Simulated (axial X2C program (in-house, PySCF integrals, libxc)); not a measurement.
**How the levels of MoOH (d4 s1 p(π)0 orbitals) move with the bond length**

Calculated with an in-house all-electron X2C program for linear molecules (integrals from PySCF): two-component X2C with atomic mean-field Coulomb and Gaunt terms, basis Mo dyall-v3z, O dyall-av3z, H dyall-v3z (cores contracted in-house). Orbitals come from Hartree–Fock averaged over the configuration Mo d4 s1 p(π)0; CI then distributes these electrons over the d, s, p(π) shells of Mo.

At Mo–O–H held linear, bonds 1.976 and 0.950 Å (the second held):

```tsv
Ω	energy (cm⁻¹)	g∥	μ (D)	configuration
1/2	0	2.00	-0.95	77% d4 s1 + 22% d5
3/2	26	6.00	-0.97	76% d4 s1 + 22% d5
5/2	79	10.00	-0.99	76% d4 s1 + 23% d5
3/2	4780	7.98	0.97	100% d4 s1
1/2	4897	3.80	0.96	100% d4 s1
1/2	5036	0.21	0.94	99% d4 s1
3/2	5154	4.02	0.95	100% d4 s1
5/2	5275	8.00	0.96	100% d4 s1
7/2	5394	12.00	0.97	100% d4 s1
1/2	11235	5.10	0.65	94% d4 s1
3/2	11854	3.45	0.35	86% d4 s1 + 9% d5
5/2	12062	9.42	-0.81	54% d5 + 38% d4 s1
5/2	12200	6.31	0.89	94% d4 s1 + 5% d5
7/2	12422	9.99	1.05	100% d4 s1
```

g∥ is the magnitude of 2⟨Lz + ge Sz⟩ for the +Ω component. μ is positive if the H end is positive. The lowest 14 levels at most are listed.

At Mo–O–H held linear, bonds 2.332 and 0.950 Å (the second held):

| Ω | energy (cm⁻¹) | g∥ | μ (D) | configuration |
| --- | --- | --- | --- | --- |
| 1/2 | 0 | 2.00 | -4.12 | 72% d4 s1 + 27% d5 |
| 3/2 | 33 | 6.00 | -4.14 | 72% d4 s1 + 27% d5 |
| 5/2 | 99 | 9.99 | -4.19 | 71% d4 s1 + 28% d5 |
| 3/2 | 3315 | 7.96 | -2.26 | 99% d4 s1 |
| 1/2 | 3420 | 3.71 | -2.26 | 99% d4 s1 |
| 1/2 | 3557 | 0.29 | -2.33 | 98% d4 s1 |
| 3/2 | 3671 | 4.04 | -2.29 | 98% d4 s1 |
| 5/2 | 3791 | 8.01 | -2.27 | 99% d4 s1 |
| 7/2 | 3913 | 11.99 | -2.23 | 100% d4 s1 |
| 5/2 | 6384 | 10.00 | -3.90 | 68% d5 + 30% d4 s1 |
| 3/2 | 6392 | 6.00 | -3.89 | 67% d5 + 30% d4 s1 |
| 1/2 | 6396 | 2.00 | -3.88 | 67% d5 + 30% d4 s1 |
| 5/2 | 8007 | 6.01 | -2.13 | 100% d4 s1 |
| 7/2 | 8233 | 10.01 | -2.14 | 100% d4 s1 |

The lowest level lies 7649 cm⁻¹ above the lowest at the first distance.

Question: How does the gap from the lowest to the fifth level change between the two distances?

Answer: From 4897 to 3420 cm⁻¹, a factor of 0.70.

Dynamic correlation is missing, so gaps between terms are too wide and other configurations may lie lower; the lowest level listed is that of this model, not necessarily the ground state. For d shells the ligand-field splittings (σ, π, δ) and their order can be off by a thousand cm⁻¹ or more. At most 4 roots were kept for each Ω > 0 (twice that for Ω = 0) within 3.2 eV of the lowest, so higher up levels can be missing between those listed; levels with Ω > 0 are doubly degenerate and listed once, Ω = 0 levels singly. Some active spinors are only partly of the character that their shell is named for, so the shell names and counts are nominal. States that fill the shells left empty in the average are placed too high. The molecule was held linear; bending was not examined.
